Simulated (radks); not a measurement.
Task: The boron ion B3+, [He]. All-electron calculation, non-relativistic Kohn-Sham, exchange-only B88, spin-polarised, spherical densities, point nucleus. Program: a radial shooting solver on a logarithmic mesh with Libxc functionals. Every spin shell is full or empty, so the densities are truly spherical. Functionals are evaluated on that one density, not self-consistently. Rank these exchange functionals by their error against the exact value of the orbitals, and give that value: LDA, revPBE, AM05, SOGGA, B86b, G96, SCAN, TASK, MVS.

Result: Exact: -2.89174 hartree. From best to worst, with 100 (|E| - |E exact|)/|E exact| (equal figures are ties): G96 -0.11, TASK +0.20, SCAN +0.20, MVS +0.22, revPBE -0.24, B86b -0.74, SOGGA -6.26, AM05 -10.84, LDA -14.05.
